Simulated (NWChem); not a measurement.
Molecule: BHClF; SMILES FBCl

All runs: NWChem. Structure relaxed at the PBE0/def2-SVP level. Ions are spin-unrestricted doublets at the neutral geometry; other ion states weren't tried.

For level PBE0/def2-SVP:

```yaml
vertical ionisation energy, ΔSCF (eV): 12.24
"−ε(HOMO) (eV)": 9.33
```

### Question
Estimate the same quantities for level PBE/def2-SVP.

### Answer
| Quantity | Result |
|---|---|
| vertical ionisation energy, ΔSCF (eV) | 11.89 |
| −ε(HOMO) (eV) | 7.82 |
